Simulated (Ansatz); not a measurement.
Relaxation of C2H6AlNSe (11 atoms, charge 0, multiplicity 1), to a largest force component of 0.015 eV/Å in at most 40 steps.

The calculation used RKS PBE0/def2-SVP in Ansatz 0.2.0.

```xyz
11
Properties=species:S:1:pos:R:3:forces:R:3
N -1.404 0.765 -0.090 -2.76 3.28 -0.34
C -0.006 0.703 -0.230 1.18 -0.15 -1.41
C 0.393 -0.737 -0.528 2.00 -0.44 0.49
Al 1.471 -1.159 1.161 -2.46 0.74 -0.09
Se 0.851 1.122 1.460 1.02 0.25 1.25
H -1.681 1.817 0.138 0.61 -2.80 -0.42
H -1.846 0.636 -1.040 0.56 -0.07 1.11
H 0.409 1.411 -1.027 -0.18 -0.57 0.80
H 1.123 -0.770 -1.338 -0.24 -0.21 -0.75
H -0.434 -1.422 -0.641 -0.54 -0.35 -0.41
H 1.191 -2.424 2.154 0.82 0.32 -0.22
```

Q: Where does it end, and by what steps?

A: The forces met the threshold. After 19 steps the energy has fallen by 1.494 eV; H11 moved furthest, 1.20 Å. Joined: N1–Al4, C2–Al4.

```tsv
step	energy less start (eV)	largest force component (eV/Å)	accepted
0	0.0000	3.280	yes
1	-0.7643	1.214	yes
2	-1.0126	0.555	yes
3	-1.0525	0.250	yes
4	-1.0199	0.699	no
5	-1.0688	0.107	yes
6	-1.0728	0.080	yes
7	-1.0837	0.084	yes
8	-1.0917	0.221	yes
9	-1.1076	0.261	yes
10	-1.1356	0.280	yes
11	-1.1978	0.411	yes
12	-1.2880	0.268	yes
13	-1.3973	0.368	yes
14	-1.4728	0.743	yes
15	-1.4313	0.783	no
16	-1.4936	0.089	yes
17	-1.4943	0.059	yes
18	-1.4944	0.017	yes
19	-1.4944	0.009	yes
```

```xyz
11
Properties=species:S:1:pos:R:3
N -1.056 0.437 0.350
C 0.168 0.705 -0.465
C 0.602 -0.713 -0.847
Al 0.418 -0.836 1.131
Se 1.451 1.321 0.943
H -1.363 1.262 0.869
H -1.829 0.079 -0.220
H 0.023 1.465 -1.251
H 1.612 -0.741 -1.277
H -0.112 -1.194 -1.541
H 0.152 -1.842 2.328
```

Whether the end is a true minimum wasn't checked by a vibrational analysis.

Time of the run: 75 s on 2 threads of Arm Neoverse V2, on a shared host, peak memory 0.32 GiB.
